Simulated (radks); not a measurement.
Effect of the nuclear size on the iridium ion Ir2+, [Xe] 4f14 5d7. Method: Dirac Kohn-Sham, LDA (Slater exchange, Perdew-Wang correlation), spin-unpolarised, spherical densities, finite nucleus; open shells fill j = l - 1/2 first; Fermi nuclear charge, rms radius 5.4032 fm; computed with a radial shooting solver on a logarithmic mesh with Libxc functionals. The rms radius is varied about that value; shifts are against it.

| rms radius (fm) | total energy shift (eV) | density at nucleus (e/bohr^3) | 1s1/2 shift (meV) | 2s1/2 shift (meV) | 5s1/2 shift (meV) | 5p1/2 shift (meV) | 5d5/2 shift (meV) | 6s1/2 (empty) shift (meV) | 6p1/2 (empty) shift (meV) |
|---|---|---|---|---|---|---|---|---|---|
| 4.8521 | -15.3 | 1.888e+06 | -6160 | -893 | -9.67 | -0.140 | 0.090 | -1.30 | -0.060 |
| 4.9763 | -11.9 | 1.87e+06 | -4810 | -697 | -7.55 | -0.109 | 0.070 | -1.02 | -0.047 |
| 5.4032 | 0 | 1.813e+06 | 0.000 | 0.000 | 0.000 | 0.000 | 0.000 | 0.000 | 0.000 |
| 5.722 | 9.31 | 1.774e+06 | 3750 | 544 | 5.89 | 0.086 | -0.055 | 0.794 | 0.037 |
| 6.6459 | 38.1 | 1.676e+06 | 15400 | 2230 | 24.1 | 0.354 | -0.224 | 3.25 | 0.150 |

Slopes of the eigenvalues against <r^2> in GHz/fm^2, as finite differences over the two radii next to the reference (eigenvalue slopes, not the field-shift constants of lines): 1s1/2 260000, 2s1/2 37600, 5s1/2 407, 5p1/2 5.91, 5d5/2 -3.79, 6s1/2 (empty) 54.9, 6p1/2 (empty) 2.53.
